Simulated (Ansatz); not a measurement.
Species: H7NSi2, SMILES `N[SiH2][SiH3]` (charge 0, multiplicity 1).

**Question.** Give a relaxed geometry from Ansatz (a quantum-chemistry and plane-wave program) with PBE-D3(BJ)/def2-TZVP.

**Answer.** This is not unique; one that fits is the end point of this relaxation, one of several conformers (outside a Z-matrix the atoms follow the SMILES, hydrogens last).
Z-matrix (Å, degrees):
```
Si
N 1 1.7453
H 2 1.0180 1 117.35
H 2 1.0180 3 109.36 1 -136.89
H 1 1.4975 2 107.26 3 54.63
H 1 1.4975 5 109.28 2 -115.96
Si 1 2.3598 5 108.55 6 -118.22
H 7 1.4996 1 112.28 5 59.34
H 7 1.4998 8 108.03 1 -121.99
H 7 1.4998 8 108.03 9 -116.03
```
